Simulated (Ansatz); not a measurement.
Ligand exchange: GeH2(CH3)Br + C5H10S → GeH2(CH3)(SH) + C5H9Br

Gas-phase species: GeH2(CH3)Br, singlet; C5H10S `SC1CCCC1`, singlet; GeH2(CH3)(SH), singlet; C5H9Br (bromocyclopentane) `BrC1CCCC1`, singlet. The partners trade Br for SH: Ge–Br and C–SH bonds give way to Ge–SH and C–Br.

Shapes, held fixed at every level: PBE0-D4/def2-TZVP. Flexible molecules stand in one conformer, not always the lowest. Programs: Ansatz 0.2.0. The zero-point and thermal change to 298 K, harmonic and unscaled (PBE0-D4/def2-TZVP), is -0.9 kJ/mol.

Q: Estimate ΔH(298 K) of this reaction.

A: The highest level, CCSD(T)/def2-TZVPP, gives ΔH(298 K) = +33.5 kJ/mol; the levels span +33.5 to +45.5. The column of differences is taken from that level and isn't an error. No measured value is set beside it here. Relativity is left out for Br, Ge. Outer-core shells of Br, Ge are correlated, in sets that cover them unevenly.

```
               level                   kind  ΔH(298 K) (kJ/mol)  less CCSD(T)/def2-TZVPP
         HF/def2-SVP           Hartree–Fock               +44.8                    +11.3
    SPW92/def2-TZVPP                    LDA               +36.0                     +2.5
r2SCAN-D4/def2-TZVPP               meta-GGA               +36.5                     +3.0
 BHLYP-D4/def2-TZVPP          global hybrid               +40.6                     +7.1
  PBE0-D4/def2-TZVPP          global hybrid               +37.7                     +4.2
        MP2/def2-SVP    perturbation theory               +45.5                    +12.0
      MP2/def2-TZVPP    perturbation theory               +34.0                     +0.5
  CCSD(T)/def2-TZVPP  coupled cluster or CI               +33.5                      0.0
```
